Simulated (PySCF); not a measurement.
## Polarisability and C₆ of Te⁻ (tellurium, charge -1)

[Kr] 4d10 5s2 5p5, 2P determinant. All numbers are calculated (PySCF 2.14, the spin-free X2C one-electron Hamiltonian (Gaussian nucleus), in aug-cc-pwCVTZ-DK3 with one added diffuse shell each of s, p, d, f type (11s10p8d5f1g, 125 functions)). Coupled (time-dependent) response in atomic units; α is the mean over directions.

| method | mean α (bohr³) | α xx, yy, zz | C₆ (like pair) | S(−4) |
| --- | --- | --- | --- | --- |
| CAM-B3LYP | 99.48 | 80.23, 109.1, 109.1 | 1458 | 4403 |

S(−4) is the Cauchy moment in α(ω) = α(0) + S(−4) ω² + …

Spin-orbit coupling is absent.

α(iu) at CAM-B3LYP:

| u (hartree) | α(iu) (bohr³) |
| --- | --- |
| 0 | 99.48 |
| 0.0500 | 90.18 |
| 0.100 | 73.28 |
| 0.200 | 47.49 |
| 0.300 | 32.74 |
| 0.500 | 18.15 |
| 0.750 | 10.52 |
| 1.00 | 6.982 |
| 1.50 | 3.892 |
| 2.00 | 2.582 |
| 3.00 | 1.445 |
| 5.00 | 0.6666 |

For an ion, C₆ is the dispersion term alone; charge-induced terms of lower order in 1/R come first.

The components differ because the open shell of this determinant is not spherical; for a pure term their mean is the scalar polarisability.
